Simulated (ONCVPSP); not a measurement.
Cl (Z = 17), ONCV: configuration errors across variants

* Element: chlorine
* Generator: ONCVPSP 4.0.1
* Type: optimised norm-conserving Vanderbilt (ONCV)
* Functional: Wu-Cohen
* Relativity: scalar-relativistic
* Frozen core: [Ne]
* Valence charge: 7
* Reference configuration: 3s2 3p3 (charge +2)
* Partial waves: 3s: rc 1.00 bohr, ncon 4, nbas 9, qcut 8 1/bohr, local; 3p: rc 1.50 bohr, ncon 5, nbas 8, qcut 5.6 1/bohr, 2 projectors, debl 1.4 Ha
* Local potential: the s channel
* Core correction: polynomial model core, fcfact 0.35

All-electron excitation energies from the reference (eV): (1) 3s2 3p5 -39.283; (2) 3s2 3p4 -25.431; (3) 3s2 3p2 38.305; (4) 3s1 3p5 -12.755.

4 further variants failed, have other tests or too few solved ones, and are left out.

Errors AE − PS in meV (a dash: test not solved or not reliable):

```tsv
change	(1)	(2)	(3)	(4)	bound ghosts	GHOST(+) flags above zero
base	+22	+9.7	+14	+9.0	none	none
s: qcut 4.8	+21	+9.5	+13	+9.0	none	none
s: qcut 5.5	+21	+9.4	+13	+8.9	none	none
s: qcut 6.9	+21	+9.4	+13	+8.9	none	none
s: qcut 7.7	+22	+9.6	+14	+9.0	none	none
```

Question: Give the same row for: s: qcut 8.2.

Answer: +22, +9.8, +14, +9.0; bound ghosts: none; GHOST(+) flags above zero: none.
